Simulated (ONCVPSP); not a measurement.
Varying the ONCV potential for hydrogen (H)

Base potential:

```
Element                 : H (Z = 1)
Generator               : ONCVPSP 4.0.1
Type                    : optimised norm-conserving Vanderbilt (ONCV)
Functional              : PBEsol
Relativity              : fully relativistic
Frozen core             : none
Valence charge          : 1
Reference configuration : 1s0.5 (charge +0.5)
Partial waves           : 1s: rc 1.35 bohr, ncon 4, nbas 7, qcut 10 1/bohr, 2 projectors, debl 2.6 Ha; p scattering state at 0.04 Ha: rc 1.40 bohr, ncon 4, nbas 7, qcut 5.7 1/bohr, 3 projectors, debl 2.1 Ha
Local potential         : polynomial inside 1.30 bohr (lpopt 5, dvloc0 -1 Ha)
Core correction         : none
```

Open shells are filled in proportion to 2j + 1.

Cutoffs, loose and tight: the cutoffs (Ha) at which the residual kinetic energy of the hardest occupied pseudo-wave falls to 1 and 0.1 mHa per electron. They do not see the model core or the augmentation charge, which bear on the density cutoff. Test errors are all-electron minus pseudo excitation energies from the reference, over the configurations 1s1. A dash means not determined; rows that change the core or the reference have their own tests.

```tsv
change	outcome	cutoff, loose	cutoff, tight	bound ghosts	GHOST(+) flags above zero
base	generated	18 Ha	26 Ha	none	none
s: rc 0.96; local potential polynomial inside 0.96 bohr (lpopt 5, dvloc0 -1 Ha)	generated	23 Ha	35 Ha	none	none
s: rc 1.06; local potential polynomial inside 1.06 bohr (lpopt 5, dvloc0 -1 Ha)	generated	22 Ha	32 Ha	none	none
s: rc 1.16; local potential polynomial inside 1.16 bohr (lpopt 5, dvloc0 -1 Ha)	generated	20 Ha	30 Ha	none	none
s: rc 1.34	generated	18 Ha	26 Ha	none	none
s: rc 1.48	generated	17 Ha	24 Ha	none	none
s: rc 1.6	generated	15 Ha	22 Ha	none	none
s: rc 1.68	generated	15 Ha	21 Ha	none	none
s: rc 1.8	generated	14 Ha	20 Ha	none	none
s: rc 1.94	generated	12 Ha	16 Ha	none	none
```

Reading the sweep of the s radius (base included, trends over the rows without a ghost): The loose cutoff falls from 23 Ha at 0.96 to 12 Ha at 1.94 bohr. A larger radius leaves more room for a smooth pseudo-wave, so fewer plane waves are needed; a smaller one forces it to follow the all-electron wave where it bends sharply.
